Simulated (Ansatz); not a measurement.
Breaking a bond: ClMg (cation, charge +1), lowest singlet found (which spin is the ground state isn't settled by this scan).

Calculation: full CI/cc-pVDZ, frozen core (Ansatz, a quantum-chemistry and plane-wave program).

Relative to R = 2.09 Å, what are the energies at R = 1.76, 2.32, 2.60, 3.29 Å?

73.5 mEh at 1.76 Å, 6.0 mEh at 2.32 Å, 32.2 mEh at 2.60 Å, 88.3 mEh at 3.29 Å.

The scan ran from 1.76 to 8.28 Å; beyond the distances shown full CI changes its symmetry label.
